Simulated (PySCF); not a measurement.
trans-1,3,3,3-tetrafluoropropene (C3H2F4), SMILES F/C=C/C(F)(F)F. Coordinates come from a PBE-D3(BJ)/def2-SVP optimisation.

Computed equilibrium geometry at PBE-D3(BJ)/def2-SVP (PySCF confirms it by a frequency run) as Cartesian coordinates in Å, and its point group:
point group Cs.
```xyz
9

F      0.1637     2.8608     0.0000
C     -0.2836     1.6053     0.0000
C      0.5444     0.5513     0.0000
C      0.0323    -0.8527     0.0000
F      0.4679    -1.5341    -1.0883
F      0.4679    -1.5341     1.0883
F     -1.3228    -0.9078     0.0000
H     -1.3838     1.5329     0.0000
H      1.6364     0.6815     0.0000
```
